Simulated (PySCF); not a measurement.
**Polarisability and C₆ of Ru (ruthenium, neutral)**

[Kr] 4d7 5s1, high-spin 5F determinant. All numbers are calculated (PySCF 2.14, the spin-free X2C one-electron Hamiltonian (Gaussian nucleus), in ANO-RCC-VTZP). Coupled (time-dependent) response in atomic units; α is the mean over directions. The basis has no added diffuse functions, which lowers α and C₆.

```
method  mean α (bohr³)         α xx, yy, zz  C₆ (like pair)  S(−4)
 B3LYP           53.26  53.27, 53.27, 53.24           463.5   1728
  BLYP           50.39  50.41, 50.41, 50.35           436.0   1475
```

S(−4) is the Cauchy moment in α(ω) = α(0) + S(−4) ω² + …

Reference α: 72 ± 10 bohr³ (recommended; Schwerdtfeger and Nagle, table of static dipole polarizabilities (2023 update)). Published C₆: 809.0 (Gould and Bucko (2016)).

Spin-orbit coupling is absent.

α(iu) at BLYP:

```tsv
u (hartree)	α(iu) (bohr³)
0	50.39
0.0500	47.01
0.100	39.52
0.200	25.67
0.300	17.74
0.500	10.83
0.750	7.450
1.00	5.678
1.50	3.668
2.00	2.539
3.00	1.389
5.00	0.5855
```

A single London oscillator, α(iu) = α/(1 + u²/ω²), gives C₆ = (3/4) ω α². Matching the computed C₆ needs ω = 4 × 436.0 / (3 × 50.39²) = 0.229 hartree.

The components differ because the open shell of this determinant is not spherical; for a pure term their mean is the scalar polarisability.
